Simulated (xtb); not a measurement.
H2Cl3NTi, singlet, from a rough starting geometry (GFN-xTB shapes and energies of metal compounds can be far from the true ones); GFN2-xTB run with xtb.

Here is a job for xtb.
```
$ xtb mol.xyz --gfn 2 --opt vtight --json

# file mol.xyz
7

Ti     0.31799339     0.51499351     0.10007087
Cl     2.32885623     0.32566858    -0.78187835
Cl     0.53927358     1.08565249     2.12402955
Cl    -0.65926265     2.17111936    -0.91279461
N     -0.62964458    -1.02178773    -0.11423184
H     -0.33839156    -1.87342911    -0.69009075
H     -1.48281376    -1.27415435     0.29491009
```

Problem. What does xtb print? Leave out banner, timings and long lists.

Solution. 
```
   ID    Z sym.   atoms
    1   22 Ti     1
    2   17 Cl     2-4
    3    7 N      5
    4    1 H      6, 7

           -------------------------------------------------
          |                Calculation Setup                |
           -------------------------------------------------

           -------------------------------------------------
          |                 G F N 2 - x T B                 |
           -------------------------------------------------

          ...................................................
          :                      SETUP                      :
          :.................................................:
          :  # basis functions                  46          :
          :  # atomic orbitals                  42          :
          :  # shells                           16          :
          :  # electrons                        32          :
          :  max. iterations                   250          :
          :  Hamiltonian                  GFN2-xTB          :
          :  restarted?                      false          :
          :  GBSA solvation                  false          :
          :  PC potential                    false          :
          :  electronic temp.          300.0000000     K    :
          :  accuracy                    1.0000000          :
          :  -> integral cutoff          0.2500000E+02      :
          :  -> integral neglect         0.1000000E-07      :
          :  -> SCF convergence          0.1000000E-05 Eh   :
          :  -> wf. convergence          0.1000000E-03 e    :
          :  Broyden damping             0.4000000          :
          :  net charge                          0          :
          :  unpaired electrons                  0          :
          ...................................................

 iter      E             dE          RMSdq      gap      omega  full diag
   1    -18.8922557 -0.188923E+02  0.147E+01    0.56       0.0  T
   2    -19.3314666 -0.439211E+00  0.114E+01    3.25       1.0  T
   3    -19.4211869 -0.897203E-01  0.605E+00    3.05       1.0  T
   4    -19.4642914 -0.431045E-01  0.171E+00    2.79       1.0  T
   5    -19.4625593  0.173208E-02  0.148E+00    2.82       1.0  T
   6    -19.4630399 -0.480642E-03  0.104E+00    2.23       1.0  T
   7    -19.4651206 -0.208067E-02  0.464E-01    2.40       1.0  T
   8    -19.4655171 -0.396513E-03  0.148E-01    2.56       1.0  T
   9    -19.4655174 -0.319312E-06  0.149E-01    2.56       1.0  T
  10    -19.4655571 -0.396663E-04  0.412E-02    2.51       1.0  T
  11    -19.4655604 -0.333958E-05  0.901E-03    2.52       4.2  T
  12    -19.4655606 -0.183983E-06  0.459E-03    2.52       8.2  T
  13    -19.4655607 -0.559105E-07  0.152E-03    2.52      24.9  T
  14    -19.4655607  0.171859E-08  0.158E-03    2.52      23.9  T
  15    -19.4655607 -0.566911E-08  0.644E-04    2.52      58.7  T
  16    -19.4655607 -0.403663E-09  0.505E-04    2.52      74.9  T

   *** convergence criteria satisfied after 16 iterations ***

         :::::::::::::::::::::::::::::::::::::::::::::::::::::
         ::                     SUMMARY                     ::
         :::::::::::::::::::::::::::::::::::::::::::::::::::::
         :: total energy             -19.390097764488 Eh    ::
         :: gradient norm              0.072865227285 Eh/a0 ::
         :: HOMO-LUMO gap              2.523283381294 eV    ::
         ::.................................................::
         :: SCC energy               -19.465551483957 Eh    ::
         :: -> isotropic ES            0.056911041689 Eh    ::
         :: -> anisotropic ES          0.000591395260 Eh    ::
         :: -> anisotropic XC          0.001505782692 Eh    ::
         :: -> dispersion             -0.005961103294 Eh    ::
         :: repulsion energy           0.075453719470 Eh    ::
         :: add. restraining           0.000000000000 Eh    ::
         :: total charge               0.000000000000 e     ::
[...]
 * total energy  :   -19.3900978 Eh     change       -0.6264784E-09 Eh
 * total energy  :   -19.3942585 Eh     change       -0.4160695E-02 Eh
 * total energy  :   -19.3945379 Eh     change       -0.2794040E-03 Eh
 * total energy  :   -19.3945588 Eh     change       -0.2088751E-04 Eh
 * total energy  :   -19.3945695 Eh     change       -0.1070692E-04 Eh
 * total energy  :   -19.3945735 Eh     change       -0.4054351E-05 Eh
 * total energy  :   -19.3945772 Eh     change       -0.3696534E-05 Eh
 * total energy  :   -19.3945783 Eh     change       -0.1119341E-05 Eh
 * total energy  :   -19.3945785 Eh     change       -0.1893463E-06 Eh
 * total energy  :   -19.3945786 Eh     change       -0.6147167E-07 Eh
   *** GEOMETRY OPTIMIZATION CONVERGED AFTER 10 ITERATIONS ***
         :: total energy             -19.394578580026 Eh    ::
[...]
        10        2.0000           -0.4575520             -12.4506
        11        2.0000           -0.4499456             -12.2436
        12        2.0000           -0.4486827             -12.2093
        13        2.0000           -0.4467563             -12.1569
        14        2.0000           -0.4461059             -12.1392
        15        2.0000           -0.4401416             -11.9769
        16        2.0000           -0.4234343             -11.5222 (HOMO)
        17                         -0.3287511              -8.9458 (LUMO)
        18                         -0.3215807              -8.7507
        19                         -0.2967359              -8.0746
        20                         -0.2864034              -7.7934
        21                         -0.2750543              -7.4846
        22                         -0.0452532              -1.2314
        23                          0.0171392               0.4664
        24                          0.0194932               0.5304
        25                          0.0197632               0.5378
        26                          0.0200040               0.5443
        27                          0.0204922               0.5576
       ...                                ...                  ...
        42                          0.8680031              23.6196
      -------------------------------------------------------------
                  HL-Gap            0.0946832 Eh            2.5765 eV
             Fermi-level           -0.3760927 Eh          -10.2340 eV

     #   Z          covCN         q      C6AA      α(0)
     1  22 Ti       3.065     0.887   104.538    24.967
     2  17 Cl       0.762    -0.268   107.477    15.858
     3  17 Cl       0.762    -0.274   107.685    15.874
     4  17 Cl       0.762    -0.278   107.805    15.882
     5   7 N        2.495    -0.469    32.435     8.458
     6   1 H        0.864     0.201     1.102     1.644
     7   1 H        0.864     0.200     1.104     1.646

 Mol. C6AA /au·bohr⁶  :       2324.406396
 Mol. C8AA /au·bohr⁸  :     114128.680635
 Mol. α(0) /au        :         84.328800

Wiberg/Mayer (AO) data.
largest (>0.10) Wiberg bond orders for each atom

 ---------------------------------------------------------------------------
     #   Z sym  total        # sym  WBO       # sym  WBO       # sym  WBO
 ---------------------------------------------------------------------------
     1  22 Ti   4.799 --     5 N    1.247     2 Cl   1.159     3 Cl   1.138
                             4 Cl   1.127
     2  17 Cl   1.291 --     1 Ti   1.159
     3  17 Cl   1.278 --     1 Ti   1.138
     4  17 Cl   1.271 --     1 Ti   1.127
     5   7 N    3.174 --     1 Ti   1.247     6 H    0.893     7 H    0.892
     6   1 H    0.960 --     5 N    0.893
     7   1 H    0.960 --     5 N    0.892
 ---------------------------------------------------------------------------

Topologies differ in total number of bonds
Writing topology from bond orders to xtbtopo.mol

molecular dipole:
                 x           y           z       tot (Debye)
 q only:       -0.709      -1.268      -0.159
   full:       -0.686      -1.277      -0.164       3.709
molecular quadrupole (traceless):
                xx          xy          yy          xz          yz          zz
 q only:        0.074       1.903       1.493      -0.326       0.693      -1.567
  q+dip:        0.029       3.903       3.095      -0.402       1.261      -3.124
   full:        0.190       3.504       2.721      -0.661       1.320      -2.911

optimized geometry written to: xtbopt.xyz

           -------------------------------------------------
          | TOTAL ENERGY              -19.394578580026 Eh   |
          | GRADIENT NORM               0.000079402506 Eh/α |
          | HOMO-LUMO GAP               2.576460419895 eV   |
           -------------------------------------------------

normal termination of xtb
```
